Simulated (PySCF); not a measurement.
**S¹⁵⁺ (sulfur, charge +15) across methods**

1s1, 2S determinant. Computed with PySCF 2.14 in an uncontracted even-tempered set (17 s from 9.6 bohr⁻², ratio 2.2; 7 p from 15 bohr⁻², ratio 2.4; 4 d from 44 bohr⁻², ratio 2.4; 3 f from 67 bohr⁻², ratio 2.4; 3 g from 100 bohr⁻², ratio 2.4), with the spin-free X2C one-electron Hamiltonian (Gaussian nucleus).

```csv
method,E (hartree),mean ε 1s α (eV),Σ⟨r²⟩ (bohr²),⟨S²⟩
PBE0,-128.3704,-3418.1,0.01163,0.750
r2SCAN,-128.4416,-3404.4,0.01161,0.750
PBE,-128.3458,-3392.4,0.01164,0.750
LDA,-127.7822,-3379.7,0.01169,0.750
r2SCAN0,-128.4409,-3427.0,0.01160,0.750
UHF,-128.43902,-3495.0,0.01159,0.750
```

For one electron the Hartree and exchange-correlation energies should cancel; what remains is the self-interaction error.
